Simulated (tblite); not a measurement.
CH5S (SMILES C[SH2+]), charge +1, singlet, at a GFN2-xTB geometry; tblite with GFN1-xTB.

The tblite input:
```
$ tblite run mol.xyz --method gfn1 --charge 1 --spin 0 --etemp 2000 --json tblite.json --no-restart

# file mol.xyz
7

C     -0.03747748     1.18530286    -0.11525700
S     -0.02095352    -0.61772925     0.15157957
H      1.25160297    -0.85395482    -0.24996242
H     -1.06827047     1.52354437    -0.03438541
H      0.54627907     1.64404919     0.67989192
H      0.37245221     1.44603148    -1.08584758
H     -0.54194256    -0.98781933    -1.04342765
```

Task: Write the output that tblite gives for this input, abridged.

Result: 
```
xTB calculator
 | screened Coulomb repulsion
 | Coulomb electrostatics
 |  * isotropic Klopman-Ohno-Mataga-Nishimoto electrostatics
 |  * onsite third-order electrostatics
 | DFT-D3(BJ) dispersion correction

halogen bonding energy    0.0000000000000E+00 Eh
repulsion energy          7.4451707910961E-02 Eh
dispersion energy        -1.4739895923692E-03 Eh
number of electrons       1.4000000000000E+01 e
integral cutoff           1.9731147476801E+01 bohr

------------------------------------------------------------
  cycle        total energy    energy error   density error
------------------------------------------------------------
      1     -8.001458426952  -8.0744361E+00   3.8144518E-01
      2     -8.011725541715  -1.0267115E-02   2.0756285E-01
      3     -8.012030677968  -3.0513625E-04   4.3798019E-02
      4     -8.012631939744  -6.0126178E-04   8.8670910E-03
      5     -8.012664451281  -3.2511536E-05   3.2361864E-03
      6     -8.012668941684  -4.4904032E-06   2.0610208E-04
      7     -8.012668979325  -3.7641531E-08   3.0345728E-05
      8     -8.012668980096  -7.7120355E-10   2.2814141E-06
------------------------------------------------------------

electronic energy        -8.0856466984150E+00 Eh
total energy             -8.0126689800964E+00 Eh

Post processing:
 | Mayer-Wiberg bond orders

[Info] JSON dump of results written to 'tblite.json'
```
